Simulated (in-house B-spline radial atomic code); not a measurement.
# RPA and G0W0 on PBE0: Eu

Configuration [Xe] 4f7 6s2, highest spin, mean-field start PBE0. Computed with a B-spline radial code for spherical atoms: all electrons, scalar-relativistic (spin-free one-electron X2C), finite nucleus, each spin shell either full or empty, empty states to l = 9 with an (l + 1/2)⁻⁴ tail; G0W0 by contour deformation at full frequency.

Without the two-electron picture change, the correlation of inner shells comes somewhat too large for so heavy an element.

Command:
```bash
python run_gw.py task.json out
```
Settings (radii: box in bohr, nucleus in fm):
```
Z                        63
electrons                63
configuration            [Xe] 4f7 6s2
hamiltonian              x2c
method                   pbe0
lmax                     9
rms_radius               5.1115
spin_polarised           True
box_radius               40
intervals                72
ion_configuration        [Xe] 4f7 6s1
```

Run time, properties included: 16 s on 1 thread of Arm Neoverse V1 (shared host).

Energies (hartree):

```csv
term,value
mean-field total,-10843.36359
Hartree-Fock functional on these orbitals,-10839.63872
direct second order,-6.1661
second-order exchange,1.6388
SOSEX correction,1.4954
```

What is the RPA correlation energy, and what remains with SOSEX?

RPA gives -5.2394 hartree (-2.26 eV per electron); RPA + SOSEX gives -3.744, and the second-order doubles -4.5272 hartree (no singles). RPA lacks exchange-type terms and so overcorrelates at short range.

Quasi-particle levels (eV):

```
  level  occupied  mean field  Σx - vxc     Σc  QP weight    G0W0
6s down       yes      -3.965     -0.69      ?          ?       ?
  6s up       yes      -4.200     -0.70  -1.13      0.853  -6.023
  5d up        no      -0.864      3.46  -2.18      0.773   0.420
```

G0W0 = mean field + (Σx - vxc) + Σc, with Σc (partial-wave tail included) taken at the quasi-particle energy. Only the outer levels were computed. Levels of low weight are left out. An empty level above zero is unbound and depends on the box.

Where does G0W0 put 6s down?

At -5.781 eV, with Σc = -1.12 eV and a quasi-particle weight of 0.860. The tabulated removal energy is 5.670 eV (NIST, measured); the calculation leaves out spin-orbit coupling, Breit and QED terms, and what these don't explain is the method's own error.

What does it cost to remove one electron (to [Xe] 4f7 6s1) by differences of total energies, each species on its own start (correlation terms add to the Hartree-Fock functional)?

PBE0 5.505 eV, Hartree-Fock functional 4.598 eV, + RPA 5.873 eV, + RPA + SOSEX 5.603 eV, + second order 6.431 eV. Tabulated: 5.670 eV (NIST, measured); the calculation leaves out spin-orbit coupling, Breit and QED terms, and what these don't explain is the method's own error.
